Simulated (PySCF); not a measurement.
Harmonic spectrum computed at PBE0 in the def2-TZVP basis family (core potentials from Rb on, PySCF, no spin–orbit coupling):

```csv
ω (cm⁻¹),IR (km/mol)
148,11.9
266,165
340,138
397,35.0
457,51.9
498,31.0
537,69.4
666,397
835,68.5
969,37.9
1034,156
1249,157
3756,104
3802,73.6
3854,77.1
```

Q: Which molecule gave it? In each, all ligands are bound to the one heavy central atom.
A. Ga(OH)₃ (singlet)
B. As(OH)₃ (singlet)
C. P(OH)₃ (singlet)
D. S(OH)₃ (doublet)
E. Si(OH)₃ (doublet)

A: D. It has C1 symmetry with O–H 0.963 Å, O–H 0.966 Å, O–H 0.969 Å, S–O 1.625 Å, S–O 1.690 Å, S–O 1.789 Å.
